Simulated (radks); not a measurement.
Results of a calculation; reference values are marked as such.
The tin ion Sn2+, configuration [Kr] 4d10 5s2 (the NIST ground configuration). Code: a radial shooting solver on a logarithmic mesh with Libxc functionals. Model: non-relativistic Kohn-Sham, exchange-only B88, spin-polarised, spherical densities, point nucleus; relativity is left out, which matters for an element this heavy.

Local quantities along the radius. ELF = 1/(1 + alpha^2) is the electron localisation function; alpha = (tau - tau_W)/tau_unif compares the Pauli kinetic energy density with that of the uniform gas (summed over spins).

r (bohr)    ELF    alpha
0.001161  1.000  0.01971
0.00133   1.000  0.02016
0.001536  1.000  0.02073
0.001774  1.000  0.02140
0.002032  1.000  0.02216
0.002347  0.999  0.02311
0.00271   0.999  0.02427
0.003105  0.999  0.02560
0.003586  0.999  0.02732
0.004141  0.999  0.02945
0.004745  0.999  0.03196
0.00548   0.999  0.03531
0.006328  0.998  0.03963
0.00725   0.998  0.04492
0.008373  0.997  0.05233
0.00967   0.996  0.06242
0.01108   0.994  0.07556
0.01279   0.991  0.09525
0.01478   0.985   0.1242
0.01693   0.974   0.1649
0.01955   0.949   0.2308
0.02258   0.899   0.3343
0.02587   0.809   0.4854
0.02988   0.657   0.7226
0.0345    0.482    1.036
0.03953   0.361    1.330
0.04565   0.313    1.481
0.05272   0.350    1.363
0.0604    0.454    1.097
0.06976   0.595   0.8245
0.08056   0.703   0.6494
0.0923    0.746   0.5828
0.1066    0.723   0.6185
0.1231    0.617   0.7881
0.141     0.459    1.087
0.1629    0.337    1.402
0.1881    0.346    1.375
0.2155    0.473    1.056
0.2489    0.645   0.7427
0.2874    0.747   0.5817
0.3293    0.762   0.5589
0.3803    0.667   0.7061
0.4392    0.406    1.210
0.5032    0.201    1.995
0.5812    0.224    1.859
0.6712    0.492    1.016
0.769     0.712   0.6352
0.8881    0.774   0.5404
1.026     0.739   0.5941
1.175     0.639   0.7519
1.357     0.477    1.048
1.567     0.323    1.447
1.795     0.249    1.735
2.074     0.257    1.699
2.395     0.349    1.367
2.744     0.490    1.020
3.169     0.639   0.7519
3.659     0.740   0.5928
4.192     0.787   0.5198
4.842     0.795   0.5082
5.592     0.756   0.5682
6.406     0.657   0.7230
7.398     0.457    1.091

On this mesh the ELF has minima near r = 0.046, 0.16, 0.50, 1.8 bohr, which separate the shells, and maxima near 0.092 (0.75), 0.33 (0.76), 0.89 (0.77), 4.8 (0.79).
